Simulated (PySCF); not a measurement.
Compound: MgMe(SeMe), C2H6MgSe.
Cartesian coordinates in Å at the PBE0-D3(BJ)/def2-SVP level; atoms count from 1:
```xyz
10
C2H6MgSe angstrom
Mg     0.337   -0.867    0.194
C      0.426   -1.491    2.184
H     -0.549   -1.404    2.692
H      1.153   -0.903    2.768
H      0.734   -2.549    2.253
Se     0.256   -0.219   -2.158
C     -0.482    1.600   -1.987
H     -1.345    1.635   -1.309
H     -0.819    1.896   -2.989
H      0.289    2.303   -1.649
```

Lines to be assigned: C 1s: 289.09 (area 1), 290.80 (area 1) eV; Mg 1s: 1310.80 eV.

Theory: PySCF, delta-SCF UKS SCAN, pcX-2 on the ionised atom, pcseg-1 elsewhere, spin-free X2C. Geometry: PBE0-D3(BJ)/def2-SVP; no solvent, vibrations or thermal averaging.

(1) Assign the C 1s lines to atoms.

Results:

(1) 289.09 eV: C2 (carbon bonded to Mg and 3 H); 290.80 eV: C7 (carbon bonded to Se and 3 H). The listed C 1s values span 1.71 eV, from C2 (bonded to 3 H and Mg) to C7 (bonded to Se and 3 H).

Bonded neighbours of each site: Mg1: C and Se; C2: 3 H and Mg; C7: Se and 3 H.

Problem. Express the binding energy of C 1s of C2 in atomic units and per mole.

Solution. 289.09 eV = 10.6239 Eh = 27893 kJ/mol.

No level of selenium is listed.
